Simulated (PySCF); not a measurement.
Z-matrix (Å, degrees):
```
C
C 1 1.3302
H 2 1.0880 1 117.25
H 1 1.0890 2 117.32 3 0.54
C 2 1.4913 3 115.16 1 -179.94
H 5 1.0899 2 112.90 3 -179.21
H 5 1.0947 6 107.90 2 -122.60
H 5 1.0948 6 107.87 7 -114.70
C 1 1.4932 4 114.84 2 -178.91
H 9 1.0922 1 110.93 4 -176.17
H 9 1.0969 10 106.23 6 -125.29
C 9 1.5254 10 109.72 11 -117.50
H 12 1.0925 9 111.27 10 59.11
H 12 1.0925 13 108.21 9 121.96
H 12 1.0933 13 107.84 14 116.06
```
Charge 0, spin multiplicity 1.

**Question.** What is the computed dipole moment, LUMO, HOMO–LUMO gap, HOMO and total energy (PBE0-D3(BJ)/def2-TZVP (PySCF))?

**Answer.** 
- dipole moment: 0.27 D
- LUMO: 0.69 eV
- HOMO–LUMO gap: 7.60 eV
- HOMO: -6.91 eV
- total energy: -196.3644 Ha
